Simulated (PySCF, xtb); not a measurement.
B(H)(Me)(OMe) (C2H7BO), SMILES CBOC. Other conformers were not sampled.

Harmonic wavenumbers (cm⁻¹) from GFN2-xTB (xtb) at its own minimum, in rising order: 96, 135, 197, 244, 436, 685, 793, 904, 994, 1008, 1109, 1133, 1161, 1343, 1384, 1417, 1472, 1475, 1493, 1498, 2487, 2944, 2961, 2973, 3020, 3033, 3056.

Q: What does PBE-D3(BJ)/def2-SVP in PySCF give at its own minimum? (The exact figures need the calculation; the answer reports its results.)

A: 106, 156, 190, 255, 435, 656, 742, 951, 990, 999, 1109, 1145, 1165, 1264, 1343, 1382, 1388, 1416, 1418, 1458, 2467, 2947, 2964, 3036, 3042, 3049, 3079. Paired by order, the mean absolute difference is 28 cm⁻¹ and the zero-point energies are 56.4 and 56.0 kcal/mol.
